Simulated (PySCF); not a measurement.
Sn(H)4 cation (H₄Sn), SMILES [SnH4] (connectivity only; charge and spin as stated), charge +1, multiplicity 2. Atoms are numbered in the order given.

```xyz
5

Sn     0.0000     0.0000     0.0000
H     -1.1528     1.1528    -0.5879
H      1.1528    -1.1528    -0.5879
H     -1.1528    -1.1528     0.5879
H      1.1528     1.1528     0.5879
```
Charge +1, spin multiplicity 2.

Geometry optimised at B3LYP-D3(BJ)/def2-TZVPD. The geometry has at least one imaginary mode, so it is a saddle point at that level. The spin state was assumed, not searched. The isomer is the one that the SMILES or the coordinates give; other isomers of the formula were not compared. The def2 effective core potentials stand for the cores of Sn; spin–orbit coupling is left out.

The numbers are results of B3LYP/def2-TZVPD in PySCF, not measurements.

Mulliken values depend strongly on the basis, most of all with diffuse functions as here. ESP charges are fitted to the potential on shells at 1.4 to 2.0 van der Waals radii. Atomic charges (e):

```json
[
 {"atom": "Sn1", "ESP fit": "0.74", "Mulliken": "0.54", "Mulliken spin": "0.18"},
 {"atom": "H2", "ESP fit": "0.07", "Mulliken": "0.11", "Mulliken spin": "0.21"},
 {"atom": "H3", "ESP fit": "0.07", "Mulliken": "0.11", "Mulliken spin": "0.21"},
 {"atom": "H4", "ESP fit": "0.07", "Mulliken": "0.11", "Mulliken spin": "0.21"},
 {"atom": "H5", "ESP fit": "0.07", "Mulliken": "0.11", "Mulliken spin": "0.21"}
]
```
